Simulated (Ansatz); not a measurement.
Molecule: WF$_{2}$ (charge 0, quintet). SMILES: [F][W][F]

Atoms: W1, F2, F3. Bonds: W1-F2, W1-F3.

Bond lengths (Å) and angles (degrees) optimised at HF/6-31G* with LANL2DZ past Ar with Ansatz (an electronic-structure program); PBE/6-31G* with LANL2DZ past Ar with Ansatz; B3LYP/LANL2DZ with Ansatz; B3LYP/6-31G* with LANL2DZ past Ar with Ansatz; MP2/6-31G* with LANL2DZ past Ar with Ansatz, each started from the B3LYP-D3(BJ)/def2-TZVP structure (Ansatz) of the last column. A row stands for all coordinates that are equal there. 6-31G* holds six Cartesian d functions. No wavenumbers were computed at PBE/6-31G* with LANL2DZ past Ar, B3LYP/LANL2DZ, MP2/6-31G* with LANL2DZ past Ar, so these may be saddle points.

```csv
coordinate,HF/6-31G* with LANL2DZ past Ar,PBE/6-31G* with LANL2DZ past Ar,B3LYP/LANL2DZ,B3LYP/6-31G* with LANL2DZ past Ar,MP2/6-31G* with LANL2DZ past Ar,B3LYP-D3(BJ)/def2-TZVP
W1-F2,1.884,1.874,1.909,1.874,1.891,1.895
F2-W1-F3,150.1,141.4,144.4,143.4,147.3,142.1
```

Mean signed difference of all 2 bond lengths from B3LYP-D3(BJ)/def2-TZVP: HF/6-31G* with LANL2DZ past Ar -0.011 Å, PBE/6-31G* with LANL2DZ past Ar -0.020 Å, B3LYP/LANL2DZ 0.014 Å, B3LYP/6-31G* with LANL2DZ past Ar -0.021 Å, MP2/6-31G* with LANL2DZ past Ar -0.004 Å.
